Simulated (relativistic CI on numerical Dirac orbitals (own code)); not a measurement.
# Nb²⁺ (4d3) in a crystal field

Calculated by Dirac-Coulomb-Breit CI, KLI orbitals optimised for each configuration, a model potential for QED, valence Slater integrals scaled by 0.9, one configuration in a parametric crystal field (own radial code). With so little scaling, terms lie 10 to 35 % too far apart, which can change the order of excited levels.

Field parameters in Wybourne normalisation: D3d B²₀ = −7Dσ, B⁴₀ = −14Dq − 21Dτ, B⁴₃ = −14√(10/7) Dq; D4h B²₀ = −7Ds, B⁴₀ = 21(Dq − Dt), B⁴₄ = 21√(5/14) Dq. The field is a parameter set, without covalency.

S and J are read from ⟨S²⟩ = S(S + 1) and ⟨J²⟩ = J(J + 1) of each level; they are not fictitious spins.

D4h, 10Dq = 18000, Ds = 2740, Dt = -90 cm⁻¹, the lowest 10 levels:

```json
{"E (cm⁻¹)": "0.0", "Degeneracy": "2", "Irrep": "Γ6", "S": "1.50", "J": "3.43"}
{"E (cm⁻¹)": "2.6", "Degeneracy": "2", "Irrep": "Γ7", "S": "1.50", "J": "3.43"}
{"E (cm⁻¹)": "6840", "Degeneracy": "2", "Irrep": "Γ7", "S": "0.51", "J": "3.92"}
{"E (cm⁻¹)": "7338", "Degeneracy": "2", "Irrep": "Γ6", "S": "0.51", "J": "3.68"}
{"E (cm⁻¹)": "11855", "Degeneracy": "2", "Irrep": "Γ6", "S": "0.52", "J": "4.00"}
{"E (cm⁻¹)": "12285", "Degeneracy": "2", "Irrep": "Γ7", "S": "0.52", "J": "3.96"}
{"E (cm⁻¹)": "12662", "Degeneracy": "2", "Irrep": "Γ6", "S": "0.51", "J": "4.11"}
{"E (cm⁻¹)": "14602", "Degeneracy": "2", "Irrep": "Γ6", "S": "1.50", "J": "2.35"}
{"E (cm⁻¹)": "14649", "Degeneracy": "2", "Irrep": "Γ7", "S": "1.50", "J": "2.45"}
{"E (cm⁻¹)": "16830", "Degeneracy": "2", "Irrep": "Γ7", "S": "1.35", "J": "3.13"}
```

Principal g values of the ground doublet: 0.00, 0.00, 5.77.

D3d, 10Dq = 33800, Dσ = 950, Dτ = 310 cm⁻¹, the lowest 16 levels:

```csv
E (cm⁻¹),Degeneracy,Irrep,S,J
0.0,2,Γ5+Γ6,1.50,3.46
2.6,2,Γ4,1.50,3.46
10106,2,Γ5+Γ6,0.50,3.77
10582,2,Γ4,0.50,3.99
12835,2,Γ4,0.50,3.94
12908,2,Γ5+Γ6,0.50,4.09
12925,2,Γ4,0.50,3.73
20325,2,Γ4,0.50,3.55
22204,2,Γ4,0.50,3.77
22455,2,Γ5+Γ6,0.50,3.57
33401,2,Γ5+Γ6,1.50,3.46
33401,2,Γ4,1.50,3.46
34927,2,Γ4,1.50,3.10
35055,2,Γ4,1.50,3.29
35185,2,Γ5+Γ6,1.50,3.48
35317,2,Γ4,1.50,3.68
```

Principal g values of the ground doublet: 0.00, 0.00, 5.88.

D4h, 10Dq = 26200, Ds = 1290, Dt = -450 cm⁻¹, the lowest 16 levels:

| E (cm⁻¹) | Degeneracy | Irrep | S | J |
| --- | --- | --- | --- | --- |
| 0.0 | 2 | Γ6 | 1.50 | 3.45 |
| 1.5 | 2 | Γ7 | 1.50 | 3.46 |
| 9253 | 2 | Γ7 | 0.50 | 3.95 |
| 9703 | 2 | Γ6 | 0.50 | 3.69 |
| 12356 | 2 | Γ6 | 0.50 | 3.94 |
| 12469 | 2 | Γ7 | 0.50 | 3.92 |
| 12886 | 2 | Γ6 | 0.50 | 4.04 |
| 19629 | 2 | Γ7 | 0.50 | 3.62 |
| 22961 | 2 | Γ6 | 0.50 | 3.54 |
| 23503 | 2 | Γ7 | 0.50 | 3.85 |
| 26225 | 2 | Γ7 | 1.50 | 3.44 |
| 26234 | 2 | Γ6 | 1.50 | 3.50 |
| 29782 | 2 | Γ7 | 1.50 | 3.14 |
| 29850 | 2 | Γ7 | 1.50 | 3.09 |
| 29897 | 2 | Γ6 | 1.50 | 2.90 |
| 30136 | 2 | Γ6 | 1.50 | 3.64 |

Principal g values of the ground doublet: 0.00, 0.00, 5.85.

The free-ion ground term has S = 3/2. Every field shown keeps that spin.

Levels of this model without a field, named by their leading LS term: 4F_3/2 0, 4F_5/2 446, 4F_7/2 1034, 4F_9/2 1733, 4P_1/2 10016, 4P_3/2 10125, 2G_7/2 10705, 4P_5/2 10757 cm⁻¹.
